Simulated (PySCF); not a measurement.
PySCF 2.14 output of a UHF calculation on a single atom or ion in x2c-TZVPPall (11s7p7d4f2g, 113 functions), with scalar relativity by spin-free X2C-1e:

```
SCF conv_tol = 1e-09
number electrons alpha = 33  beta = 27
cycle= 1 E= -10015.8491134699  delta_E= -0.00723  |g|= 0.027  |ddm|= 0.0468
cycle= 2 E= -10015.8492162769  delta_E= -0.000103  |g|= 0.00452  |ddm|= 0.00802
cycle= 3 E= -10015.8492252602  delta_E= -8.98e-06  |g|= 0.00194  |ddm|= 0.00403
cycle= 4 E= -10015.8492263744  delta_E= -1.11e-06  |g|= 0.000876  |ddm|= 0.00133
cycle= 5 E= -10015.8492267485  delta_E= -3.74e-07  |g|= 0.000111  |ddm|= 0.00104
cycle= 6 E= -10015.8492267604  delta_E= -1.19e-08  |g|= 2.98e-05  |ddm|= 0.000217
cycle= 7 E= -10015.8492267617  delta_E= -1.27e-09  |g|= 5.9e-06  |ddm|= 8.08e-05
cycle= 8 E= -10015.8492267617  delta_E= -4.55e-11  |g|= 8.9e-07  |ddm|= 1.64e-05
converged SCF energy = -10015.8492267617  <S^2> = 12.00607  2S+1 = 7.0017339
```

The run itself started from symmetry-adapted Hartree-Fock orbitals and held the occupation by maximum overlap, so the iterations belong to that start.

**Question.** Which element, charge and spin multiplicity is this?

**Answer.** Pm⁺ (promethium, charge +1), multiplicity 7; the state was [Xe] 4f5 6p1, one real determinant (an excited configuration).

⟨L²⟩ = 26.03 against 42 for a pure I term, so this real determinant mixes terms. Spin-orbit coupling, absent here, splits the open shell strongly.
